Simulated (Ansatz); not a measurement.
`C[N]([GeH3])[SiH](O)F`, charge 0, multiplicity 1.

Give a relaxed structure at PBE0-D4/def2-TZVP (Ansatz). (Estimate.)

The calculation gave: 
```xyz
14

C     0.006   -0.485    1.685
N    -0.048   -0.101    0.280
Ge   -1.740   -0.082   -0.470
Si    1.350    0.390   -0.531
O     1.195   -0.032   -2.102
F     1.597    1.975   -0.521
H    -0.504    0.238    2.330
H     1.043   -0.556    2.026
H    -0.453   -1.466    1.849
H    -1.667    0.592   -1.841
H    -2.248   -1.531   -0.578
H    -2.659    0.699    0.489
H     2.534   -0.189    0.137
H     1.593    0.549   -2.752
```
This is one stationary point; other conformers may exist.
